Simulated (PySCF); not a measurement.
**TDDFT excited states: H8OSi3**

H₈OSi₃.
Structure used (GFN2-xTB), in Å, numbered top down from 1:
```xyz
12
H8OSi3 angstrom
Si     2.3864    0.3996    0.1144
O      0.8618   -0.1315    0.1070
Si    -0.5001   -1.0194    0.1149
Si    -2.2317    0.4559   -0.2328
H      2.6663    0.8322   -1.2529
H      3.2637   -0.6948    0.5264
H      2.4052    1.5036    1.0714
H     -0.3145   -2.0423   -0.9240
H     -0.4972   -1.7174    1.4079
H     -3.5162   -0.2561   -0.2271
H     -2.1730    1.1635   -1.5187
H     -2.3493    1.5059    0.7875
```

Computed, not measured: TDDFT PBE0/def2-SVPD, vertical, gas phase, core orbitals frozen in the response in PySCF.

Question: List the vertical singlet excitations with oscillator strengths and describe the spectrum.

Answer: 

```tsv
state	E (eV)	E (kJ/mol)	λ (nm)	f	main configurations (H = HOMO, L = LUMO)
S1	6.22	600	199.2	0.017	H→L (98%)
S2	6.59	636	188.0	0.0037	H-1→L (98%)
S3	7.06	681	175.6	0.027	H→L+1 (95%)
S4	7.38	712	168.0	0.017	H→L+2 (80%), H-2→L (8%)
S5	7.56	730	163.9	0.027	H-1→L+1 (51%), H→L+3 (41%)
S6	7.68	741	161.5	0.010	H-2→L (55%), H→L+4 (18%), H→L+5 (9%)
S7	7.71	744	160.7	0.242	H→L+3 (49%), H-1→L+1 (34%)
S8	7.72	744	160.7	0.0014	H-1→L+2 (54%), H-3→L (29%)
```

Triplets, Tamm–Dancoff:

```
state  E (eV)  λ (nm)  main configurations (H = HOMO, L = LUMO)
   T1    5.62   220.7                                 H→L (91%)
   T2    6.13   202.2                   H→L+1 (82%), H-1→L (8%)
   T3    6.30   196.9                   H-1→L (86%), H→L+1 (8%)
```

The lowest singlet lies at 6.22 eV (199 nm, vacuum ultraviolet) and is weak; its leading configuration is HOMO→LUMO (98%). The most intense listed level is S7 at 7.71 eV (161 nm, f = 0.242), 1.49 eV above S1. S7/S8 lie within about 0.01 eV of each other. Löwdin shares by element: HOMO silicon 49%, oxygen 25% (atoms not listed hold the other 27%); LUMO silicon 57%, oxygen 8% (atoms not listed hold the other 34%). The oscillator strengths of these states sum to 0.345; summed over the whole spectrum of an exact calculation they would give the number of electrons, 58 (Thomas–Reiche–Kuhn). Of the 8 states listed, 6 reach f = 0.01 and none stays under 0.0005. Weighted by f, the mean energy of these states is 7.55 eV. Singlets were solved by full linear response, triplets in the Tamm–Dancoff approximation.

On one thread, Arm Neoverse V1, shared host, this took 14 s.
